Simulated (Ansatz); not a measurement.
Mulliken charges of `C[O][InH][Br]` from PBE/def2-TZVPP in Ansatz (PBE0-D4/def2-TZVP geometry).

| atom | x (Å) | y (Å) | z (Å) | charge (e) |
| --- | --- | --- | --- | --- |
| C1 | 0.537 | 1.205 | 0.093 | -0.109 |
| O2 | 0.608 | -0.053 | 0.715 | -0.426 |
| In3 | -0.450 | -1.620 | 0.186 | 0.697 |
| Br4 | -1.925 | -1.090 | -1.725 | -0.358 |
| H5 | -0.175 | 1.242 | -0.741 | 0.083 |
| H6 | 0.238 | 1.964 | 0.825 | 0.090 |
| H7 | 1.524 | 1.481 | -0.296 | 0.090 |
| H8 | -0.357 | -3.129 | 0.943 | -0.068 |

Q: By hand: the dipole of these point charges (1 e Å = 4.8032 D).

A: Σ q r = (0.226, -0.222, 0.354) e Å, of length 0.475 e Å = 2.28 D.

Q: How does the dipole of the full density compare? (Estimate.)

A: The calculation gave: (0.113, -0.139, 0.190) e Å, 1.25 D; the point charges give 1.82 times that, at 5° from its direction.

Point charges leave out the atoms' own dipoles, such as those of lone pairs, and Mulliken's split depends on the basis, so the two needn't agree.
